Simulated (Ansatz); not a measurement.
The cluster Ag4, relaxed as a singlet with RKS PBE-D4/def2-SVP in Ansatz, starting from the GFN1-xTB geometry. Force threshold 0.02 eV/Å.

In the def2 sets Ag takes a core potential; there is no spin–orbit coupling. The relaxation made no stability test and no search for a lower SCF solution. No other spin state of charge 0 was run. The structure comes from a short search, and lower isomers may exist.

Start:

```xyz
4

Ag    1.078    0.830   -1.010
Ag   -1.241   -0.468   -1.053
Ag   -0.561    0.956    1.280
Ag    0.723   -1.318    0.782
```

Estimate the energy that the relaxation releases and the steps that it takes.

27.5 kcal/mol, in 16 steps; 14 s on 4 threads of INTEL XEON PLATINUM 8581C on a shared host. The force fell under the threshold at step 4, but the optimiser went on and released 0.870 eV more. No frequencies were taken in this run, so the end may be a saddle point.

Does the start keep its bonding and symmetry?

Bonds lost: Ag1–Ag4 (atoms count from 1). The end is the same structure that another start reached, the lowest one found. Point group D2d at the start, D2h at the end, both within 0.05 Å.

Predict the relaxed structure.


```csv
atom,x (Å),y (Å),z (Å)
Ag1,0.341,1.811,-1.560
Ag2,-0.289,-0.805,-0.997
Ag3,0.285,0.805,0.998
Ag4,-0.337,-1.812,1.559
```
Bond lengths (bridged metal pairs left out): 5 × Ag–Ag 2.63 to 2.75 Å.
